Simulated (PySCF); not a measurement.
These compounds are isomers of formula CH11O2PSi3.

A. SMILES [Si@@H](C)(P)O[SiH2]O[SiH3]
B. `InChI=1S/CH11O2PSi3/c1-2-7(4,6)3-5/h4H2,1,5-6H3/t7-/m0/s1`
C. `O([SiH3])[SiH2]OC[SiH2]P`

Spectrum 1. $^{1}$H NMR (300 MHz, computed): δ 5.16 (s, 3H), 3.93 (s, 3H), 3.40 (m, 3H), 0.94 (m, 2H). $^{13}$C{$^{1}$H} NMR (computed): δ 53.0 (CH3).

Spectrum 2. $^{1}$H NMR (300 MHz, computed): δ 5.12 (s, 3H), 4.76 (s, 2H), 4.73 (m, 2H), 4.24 (m, 2H), 0.90 (m, 2H). $^{13}$C{$^{1}$H} NMR (computed): δ 57.0 (CH2).

Spectrum 3. $^{1}$H NMR (300 MHz, computed): δ 6.11 (m, 1H), 5.21 (s, 3H), 4.94 (m, 1H), 4.89 (m, 1H), 1.12 (m, 2H), 0.55 (m, 3H). $^{13}$C{$^{1}$H} NMR (computed): δ 4.7 (CH3).

Method: NMR shieldings at PBE0/pcSseg-1/GIAO, geometry: GFN2-xTB, in PySCF 2.14 (a single conformation, no solvent, no relativistic terms, rapidly exchanging positions averaged).

Shifts are taken against calculated references (same method and geometry level): $^{1}$H (31.72 ppm) and $^{13}$C (186.93 ppm) against TMS. Splittings of carbon signals by F and P are missing where no couplings were computed. Where no couplings were computed, multiplicities follow the n + 1 count of equivalent neighbours, and m marks all less simple cases (inequivalent or close neighbours, rings, F or P nearby). Shifts are as computed. Against solution values, carbons near 30 ppm lie about +3 ppm off and those near 130 ppm about +5 ppm. Of 1211 compounds with measured shifts, 218 miss one by over three times the rms of a fit or turn the order of signals round; such compounds aren't used in these exercises.

Q: Match each spectrum to its structure.

A: 1–B, 2–C, 3–A.

- Spectrum 1 (B): a single $^{13}$C signal, at 53.0 ppm (methyl carbon bonded to O); δH 3.93 is the hydrogen on a methyl carbon bonded to O; δH 5.16 is the hydrogen on a silicon bonded to O.
- Spectrum 2 (C): a single $^{13}$C signal, at 57.0 ppm (sp3 CH2 bonded to O and Si); δH 4.24 is the hydrogen on an sp3 CH2 bonded to O and Si; δH 5.12 is the hydrogen on a silicon bonded to O.
- Spectrum 3 (A): a single $^{13}$C signal, at 4.7 ppm (methyl carbon bonded to Si); δH 0.55 is the hydrogen on a methyl carbon bonded to Si; δH 6.11 is the hydrogen on a silicon bonded to C, O, P.
